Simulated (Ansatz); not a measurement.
Input for Ansatz (an electronic-structure program): U-CCSD(T)/aug-cc-pVTZ on BBr2 (SMILES Br[B]Br), 2S+1 = 2, atoms moved off the minimum. The run froze 29 orbitals, filled d shells among them.

Ansatz 0.2 input:
```yaml
crystal:
  periodic: [false, false, false]
  atoms:
    - {symbol: Br, position_ang: [-1.68124040, -0.07330804, 0.04786948]}
    - {symbol: B, position_ang: [-0.02407142, 0.81250580, -0.02936806]}
    - {symbol: Br, position_ang: [1.71046228, 0.04144524, -0.09772477]}
basis:
  gaussian:
    orbitals: aug-cc-pVTZ
magnetization: {spin_polarized: true, initial_magnetization: 1}
correlation: {method: ccsd_t, electrons: outside_noble_gas}
scf: {omitted_lower_state_checks: [cluster_reference]}
output: {forces: true}
```

Problem. What total energy does the run end on?

Solution. -5170.0753 hartree (reference determinant -5169.6248, T1 diagnostic 0.018).

Problem. How many basis functions does it have, and what does it roughly cost on one machine?

Solution. 164 functions; roughly 8 core-minutes.
